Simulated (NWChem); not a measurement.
Molecule: C2H4CuN; SMILES CC#[N]->[CuH]

Task: Give the equilibrium geometry at PBE0/def2-SVP (NWChem) as an XYZ file, with the point group.

Result: point group C3v; any orientation.
```
8

Cu    -0.9014    -0.2550    -1.0668
H     -1.8600    -0.5142    -2.2020
C      1.9438     0.5474     2.3050
C      1.0261     0.2836     1.2168
N      0.2933     0.0740     0.3484
H      1.9035     1.6112     2.5815
H      2.9704     0.2963     2.0009
H      1.6729    -0.0595     3.1810
```
